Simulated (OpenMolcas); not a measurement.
Ir6+ among 6 point charges of -1.7 e arranged as a tetragonal octahedron (D4h). The axial distance is 0.98 times the equatorial one, R.

* Program: OpenMolcas 26.06
* Method: SS-CASPT2, IPEA 0.25 Eh, imaginary shift 0.1 Eh (closed shells correlated: 5s 5p)
* Basis: ANO-RCC-VTZP [8s7p5d3f1g]
* Scalar Hamiltonian: DKH2, point nucleus
* Active space: 3 electrons in 5 orbitals (5d)
* State averaging: 2S+1 = 4 even, 10 roots; 2S+1 = 2 even, 40 roots
* Spin-orbit coupling: state interaction with AMFI integrals over the reference wave functions

All point charges move together. At R = 1.84 Å the first state of the same spin is 8960 cm-1, and at R = 2.06 Å it is 4970 cm-1.

Problem. A third run gives 6990 cm-1. What distance was it run at?

Solution. With a power law R^-n the two known points give n = -ln(4970 / 8960) / ln(2.06 / 1.84) = 5.22. Then R = 1.84 × (8960 / 6990)^(1/5.22) = 1.930 Å. The run was at 1.93 Å, so the estimate is off by 0 Å.

Free-ion shares, where given, are those of the reference states; single-state CASPT2 does not remix them. Spin-orbit coupling mixes the spin-free states strongly: the lowest level takes only 44 % from its leading state, 4B1 (figures for R = 1.84; the like holds for R = 1.93, R = 2.06). This is an electrostatic model: the charges have no orbitals. No measured value stands beside these numbers.
